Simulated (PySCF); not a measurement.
**Electronic absorption of C3H10GeSi**

C3H10GeSi.
Z-matrix (Å and degrees, PBE0-D3(BJ)/def2-SVP geometry), rows numbered from 1:
```
Si
Ge  1  2.3840
C   2  1.9439  1  110.08
C   3  1.5066  2  119.99  1   -78.42
C   4  1.4956  3   60.21  2  -110.57
H   1  1.4956  2  111.48  3   176.68
H   1  1.4961  2  109.81  3    56.34
H   1  1.4964  2  110.07  3   -62.91
H   2  1.5443  1  110.37  3   122.34
H   2  1.5456  1  109.87  3  -118.38
H   3  1.0954  2  114.19  1    65.44
H   4  1.0949  3  118.49  5   107.80
H   4  1.0935  3  117.92  5  -108.51
H   5  1.0944  3  118.52  4  -107.96
H   5  1.0937  3  117.69  4   108.45
```

Theory: TDDFT CAM-B3LYP/def2-SVPD, vertical, gas phase, core orbitals frozen in the response in PySCF 2.14.0, density-fitted response routines. The CAM-B3LYP/def2-SVPD calculation is non-relativistic and has no spin–orbit coupling, an omission that weighs most on germanium.

```
state  E (eV)  ν̃ (cm⁻¹)       f     main configurations (H = HOMO, L = LUMO)
   S1    7.07      57060   0.037                       H→L (53%), H→L+2 (35%)
   S2    7.33      59120  0.0063          H→L+1 (38%), H→L+2 (36%), H→L (17%)
   S3    7.39      59610   0.024                                  H→L+3 (88%)
   S4    7.56      60940   0.447          H→L+1 (52%), H→L (24%), H→L+2 (13%)
   S5    7.75      62500   0.069                   H-1→L (70%), H-1→L+2 (14%)
   S6    7.89      63600  0.0077        H→L+5 (34%), H→L+6 (25%), H→L+4 (22%)
   S7    8.05      64960  0.0080        H→L+4 (35%), H→L+5 (19%), H→L+8 (10%)
   S8    8.17      65900   0.058      H-1→L+1 (33%), H→L+6 (20%), H→L+5 (12%)
   S9    8.22      66270   0.012    H→L+6 (21%), H-1→L+1 (21%), H-1→L+2 (11%)
  S10    8.25      66510   0.084  H-1→L+4 (16%), H-1→L+1 (16%), H-1→L+2 (16%)
```

Triplets (Tamm–Dancoff): T1 6.39 eV, H→L+2 (41%), H→L (39%); T2 6.58 eV, H→L+3 (74%); T3 6.71 eV, H→L+2 (34%), H→L (26%), H→L+1 (11%); T4 7.07 eV, H→L+1 (71%), H→L (12%).

The lowest singlet lies at 7.07 eV (175 nm, vacuum ultraviolet) and is of moderate strength; its leading configuration is HOMO→LUMO (53%). The strongest level in the table is S4 at 7.56 eV (164 nm, f = 0.447). Löwdin shares by element: HOMO silicon 26%, carbon 25% or more, germanium 25% (atoms not listed hold the other 24%); LUMO germanium 34%, hydrogen 19% or more, silicon 14% (atoms not listed hold the other 33%). Orbital energies (eV): HOMO-3 -10.51, HOMO-2 -10.33, HOMO-1 -9.58, HOMO -8.95, LUMO 1.06, LUMO+1 1.19, LUMO+2 1.46. Weighted by f, the mean energy of these states is 7.69 eV. The listed states span 1.17 eV, and the widest gap between neighbours is 0.26 eV (S1 to S2). The vertical ionisation energy (ΔSCF) is 9.64 eV, 1.39 eV above S10. Only the lowest 10 singlets were computed, as vertical energies without vibronic structure.

One conformer stands for the species.

Without π bonds the low states are Rydberg-like; a valence basis with one diffuse set may place them up to an eV too high.
